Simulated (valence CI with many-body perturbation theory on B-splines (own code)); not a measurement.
Values are calculated unless marked as measured or tabulated.
## From CI to CI+MBPT in V¹⁷⁺

Method: valence CI with perturbative core correlation (CI+MBPT): four valence electrons over a frozen Dirac-Fock core [He], a basis of 11 s, 11 p, 9 d, 7 f, 5 g, 2 h, 1 i functions for each j, with the one-electron correlation potential Σ1, the two-electron term Σ2, the three-electron term Σ3, Breit, model QED; selected CI, second order for the rest (own B-spline code, finite nucleus).

No measured levels were compared; by estimate levels of excited configurations hold to 0.05 to 0.15 % of their energy, terms of the ground configuration to about 0.5 %.

Each rung adds one term. CI alone is the Dirac-Coulomb CI over the frozen core; QED comes last and gives the full result, which names the levels. Energies are above 2s2 2p2 3P_0 on the same rung, in × 10³ cm⁻¹.

Names give the largest LS component (configuration and term), which can be under half, so a name can repeat, a term be missing and a line seem to break the LS rules; names also repeat where a configuration has a term twice.

```
          Level  CI alone     Σ1     Σ2     Σ3  Breit    QED    Full
   2s2 2p2 3P_1     39.31  +0.08  -0.07  +0.02  -1.59  +0.13   37.87
   2s2 2p2 3P_2     71.76  +0.11  -0.02  -0.01  -3.84  +0.17   68.17
   2s2 2p2 1D_2    164.77  +0.16  +0.19  -0.21  -4.11  +0.23  161.04
   2s2 2p2 1S_0    270.91  +0.13  +0.94  -0.46  -2.61  +0.14  269.05
   2s 2p3 5S°_2    372.30  -1.17  -0.46  +0.23  -2.14  -1.97  366.79
   2s 2p3 3D°_2    629.28  -1.16  -0.66  -0.26  -1.31  -2.02  623.87
   2s 2p3 3D°_1    630.15  -1.16  -0.68  -0.27  -0.87  -2.03  625.14
   2s 2p3 3D°_3    643.09  -1.13  -0.70  -0.25  -4.06  -1.97  634.99
   2s 2p3 3P°_0    736.69  -1.11  -0.37  -0.39  -0.86  -1.97  732.00
   2s 2p3 3P°_1    741.32  -1.10  -0.47  -0.39  -1.87  -1.95  735.55
   2s 2p3 3P°_2    750.22  -1.07  -0.48  -0.39  -2.82  -1.91  743.54
   2s 2p3 3S°_1    906.60  -1.17  -3.23  -0.92  -1.46  -2.07  897.75
   2s 2p3 1D°_2    918.01  -1.10  -2.14  -0.81  -3.13  -1.98  908.84
   2s 2p3 1P°_1    1023.6  -1.06  -2.06  -0.96  -2.61  -1.94  1015.0
       2p4 3P_2    1369.9  -2.40  -3.08  -0.82  -0.45  -4.20  1359.0
       2p4 3P_1    1422.6  -2.32  -3.08  -0.82  -1.34  -4.07  1411.0
       2p4 3P_0    1427.7  -2.33  -3.05  -0.83  -0.93  -4.09  1416.4
       2p4 1D_2    1493.0  -2.31  -2.74  -0.82  -2.36  -4.09  1480.7
       2p4 1S_0    1679.5  -2.19  -2.56  -0.98  -0.84  -3.93  1669.0
2s2 2p 3s 3P°_0    5731.1  +2.08  +0.05  -0.54  -4.35  +0.73  5729.0
2s2 2p 3s 3P°_1    5738.2  +2.08  -0.01  -0.54  -4.59  +0.74  5735.9
2s2 2p 3s 3P°_2    5801.4  +2.18  +0.04  -0.54  -7.08  +0.89  5796.8
2s2 2p 3s 1P°_1    5822.1  +2.18  -0.16  -0.54  -6.93  +0.90  5817.6
 2s2 2p 3p 3D_1    5883.6  +1.82  -0.08  -0.54  -3.85  +0.12  5881.1
 2s2 2p 3p 1P_1    5921.4  +1.84  -0.11  -0.54  -4.62  +0.15  5918.1
 2s2 2p 3p 3D_2    5923.2  +1.86  -0.10  -0.54  -4.95  +0.18  5919.7
 2s2 2p 3p 3P_0    5941.7  +1.78  -0.24  -0.53  -3.88  +0.05  5938.9
 2s2 2p 3p 3P_1    5972.5  +1.89  -0.14  -0.54  -6.32  +0.24  5967.7
 2s2 2p 3p 3D_3    5976.5  +1.94  -0.07  -0.54  -7.16  +0.31  5971.0
 2s2 2p 3p 3S_1    5989.5  +1.90  -0.12  -0.54  -6.35  +0.24  5984.6
 2s2 2p 3p 3P_2    5995.3  +1.87  -0.23  -0.53  -6.54  +0.19  5990.1
```

The middle columns are the shifts that each term adds.

(1) How does the ionisation energy move along the ladder, and which term matters most?

Answers

(1) CI alone 1260.6, + Σ1 1260.9, + Σ2 1260.8, + Σ3 1260.8, + Breit 1260.1, + QED 1260.2 eV. The largest step is Breit, -0.6 eV. NIST lists 1258.9 ± 0.6 eV (semi-empirical).
